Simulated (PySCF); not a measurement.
C5H7F, SMILES C[C@@H]1C=C[C@@H]1F. Geometry: PBE-D3(BJ)/def2-SVP. The structure was generated by enumeration; whether it is a known compound was not checked.

Level of theory: PBE-D3(BJ)/def2-SVP (PySCF).

Harmonic wavenumbers (cm⁻¹): 156, 208, 235, 359, 427, 563, 735, 777, 842, 864, 929, 963, 991, 1005, 1051, 1107, 1150, 1169, 1197, 1270, 1305, 1318, 1341, 1413, 1417, 1597, 2956, 2968, 2975, 3063, 3076, 3106, 3142. Rotational constants (GHz): 4.583, 4.238, 2.557; symmetry number 1.

Problem. Work out the zero-point energy and the ideal-gas rigid-rotor harmonic-oscillator thermochemistry at 298.15 K and 1 atm.

Solution. ZPE = ½ Σ hcν = ½ × 45675 cm⁻¹ = 273.19 kJ/mol. H − E(el) = 291.40 kJ/mol. Entropy in J/(mol K): translation 164.31, rotation 109.93, vibration 44.75, total 319.00. G − E(el) = 196.29 kJ/mol. Cp = 99.89 J/(mol K).
